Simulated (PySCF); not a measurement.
**Ionisation energy of As³⁺ by level of theory**

As³⁺ [Ar] 3d10 4s2 → As⁴⁺ [Ar] 3d10 4s1 [4s1/2^1, M_J = 1/2], as a difference of total energies. Computed with PySCF 2.14 in x2c-TZVPPall-2c (6s7p4d1f, 54 functions), with the two-component X2C-1e Hamiltonian. Correlated levels: [Ne] frozen. "Screened" scales the spin-orbit matrix elements by Boettger's factors to mimic the two-electron term; Breit and QED terms are absent.

| method | ionisation energy (eV) | error (eV) |
| --- | --- | --- |
| GHF (screened spin-orbit) | 47.828 | -2.322 |
| GMP2 (screened spin-orbit) | 49.058 | -1.092 |

Reference: 50.15 ± 0.06 eV (measured; NIST Atomic Spectra Database, ionization energies).

Errors of the correlated levels include the incompleteness of this basis and the frozen core.

MP2 underrates the near-degeneracy of ns² with np² in the lower species.
